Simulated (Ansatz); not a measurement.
## Worked example: the barrier

An elementary step of Si2H3Cl3, singlet (Si₂H₃Cl₃ ([SiH3][Si]([Cl])([Cl])[Cl]) → SiH₃Cl ([SiH3][Cl]) + SiCl₂; bonds formed: Si1–Cl3; bonds broken: Si1–Si2, Si2–Cl3). “Start” is the structure reached by relaxing down from the saddle towards the reactants; PBE0-D4/def2-TZVP structures. The saddle:

| atom | x (Å) | y (Å) | z (Å) |
| --- | --- | --- | --- |
| Si1 | -0.1487 | -0.1672 | 1.2493 |
| Si2 | -0.1755 | 0.5034 | -1.2049 |
| Cl3 | 1.1865 | -1.1895 | -0.3488 |
| Cl4 | -1.1569 | -0.4895 | -2.7220 |
| Cl5 | 1.2118 | 1.7068 | -2.1415 |
| H6 | -1.5969 | -0.4846 | 1.2390 |
| H7 | 0.2152 | 1.2047 | 1.6783 |
| H8 | 0.4647 | -1.0843 | 2.2507 |

Program: Ansatz 0.2.0. Basis: def2-TZVPP and def2-QZVPP. Cores are frozen in the correlated methods.

Energies in eV:

| quantity | saddle | start |
| --- | --- | --- |
| Hartree–Fock, triple zeta (X = 3) | -53286.41494 | -53288.93458 |
| Hartree–Fock, quadruple zeta (X = 4) | -53287.94444 | -53290.45833 |
| MP2 correlation, X = 3 | -22.33899 | -21.91888 |
| MP2 correlation, X = 4 | -24.50055 | -24.07352 |
| CCSD(T) correlation, X = 3 | -25.32291 | -24.89282 |

Q: Work out the barrier at the basis limit: extrapolate Hartree–Fock as E(X) = E∞ + A exp(−7.88 √X) and the MP2 correlation as E(X) = E∞ + B X^−2.97 (the exponents that Neese and Valeev fitted for def2-TZVPP and QZVPP), then add CCSD(T) − MP2 in triple zeta.

A: Each step is linear, so take the differences first (saddle − start): Hartree–Fock 2.51964 (X = 3) and 2.51389 (X = 4); MP2 correlation -0.42011 and -0.42703; CCSD(T) correlation -0.43009.
Two points give E∞ = E(4) + w [E(4) − E(3)], with w = 1/(exp(7.88 (2 − √3)) − 1) = 0.1377 for Hartree–Fock and w = 1/((4/3)^2.97 − 1) = 0.7407 for the correlation.
Hartree–Fock: 2.51389 + 0.1377 × (-0.00575) = 2.5131 eV.
MP2 correlation: -0.42703 + 0.7407 × (-0.00692) = -0.4322 eV.
CCSD(T) − MP2: -0.43009 − (-0.42011) = -0.0100 eV.
Sum: 2.5131 + (-0.4322) + (-0.0100) = 2.0709 eV, or 47.76 kcal/mol. Plain CCSD(T) in triple zeta gives 2.0896 eV, so the larger basis shifts the result by -0.0187 eV.

The T1 diagnostic stays at or below 0.012.

Losses and insertions of silylenes and their heavier kin drive the gas-phase chemistry of silicon and germanium vapour deposition.

Labels in which every atom is bracketed show which atoms are joined, not bond orders.

For scale, one of the runs: CCSD(T)/def2-TZVPP, 252 basis functions, launched by `ansatz run in.yaml --threads 8 --pin off --events-out ev --progress --plain --max-ram 19148MiB`. Time: 34 s of wall clock on 8 CPU threads of an Intel Xeon Platinum 8259CL; the host was shared. Peak host memory: 4.6 GiB.
